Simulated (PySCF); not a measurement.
C5H15NSi2.
Geometry (PBE0-D3(BJ)/def2-SVP, Å), atoms numbered from 1 in this order:
```
atom  x, y, z in Å
C1     3.491    0.176   -0.100
C2     2.055    0.665   -0.012
C3     1.035   -0.395   -0.408
C4    -0.420    0.074   -0.374
C5    -0.922    0.510    1.020
Si6   -2.811    0.584    0.986
N7    -3.104   -0.648   -0.214
Si8   -1.668   -1.197   -1.036
H9     3.659   -0.691    0.560
H10    4.207    0.959    0.193
H11    3.745   -0.140   -1.125
H12    1.921    1.551   -0.658
H13    1.846    1.009    1.016
H14    1.148   -1.274    0.254
H15    1.279   -0.757   -1.424
H16   -0.520    0.940   -1.058
H17   -0.474    1.463    1.347
H18   -0.633   -0.247    1.773
H19   -3.435    0.271    2.311
H20   -3.322    1.936    0.579
H21   -4.031   -0.997   -0.430
H22   -1.800   -1.152   -2.528
H23   -1.276   -2.602   -0.680
```

The closed-shell ground state was solved at several levels (PySCF, density fitting, gas phase, non-relativistic).

```json
{"level": "PBE0/pcSseg-1", "basis functions": "225", "total energy (Eh)": "-832.7511", "HOMO (eV)": "-7.19", "LUMO (eV)": "0.52", "gap (eV)": "7.71", "dipole (D)": "0.17"}
{"level": "wB97X-D/pcSseg-1", "basis functions": "225", "total energy (Eh)": "-833.2167", "HOMO (eV)": "-9.06", "LUMO (eV)": "2.31", "gap (eV)": "11.37", "dipole (D)": "0.12"}
```

Problem. Estimate the row for CAM-B3LYP/def2-SVPD, a basis of 288 functions; the other rows only guide the guess.

Solution. Total energy -832.8705 Eh, HOMO -8.55 eV, LUMO 1.05 eV, gap 9.60 eV, dipole 0.14 D.

Problem. Over all these levels, which gives the widest orbital gap and which the narrowest?

Solution. wB97X-D/pcSseg-1 (range-separated hybrid) has the widest, 11.37 eV, and PBE0/pcSseg-1 (global hybrid, 25 % exact exchange) the narrowest, 7.71 eV. The two share the basis. From the narrowest to the widest the HOMO moves by -1.87 eV and the LUMO by +1.79 eV.

Problem. How far do the dipole and the HOMO energy spread over the levels?

Solution. The dipole runs from 0.12 to 0.17 D (mean 0.14 D) and the HOMO from -9.06 to -7.19 eV.

One conformer stands for the species.

wB97X-D is run here without its empirical dispersion term; that term would change no orbital, density or response property at a fixed geometry.
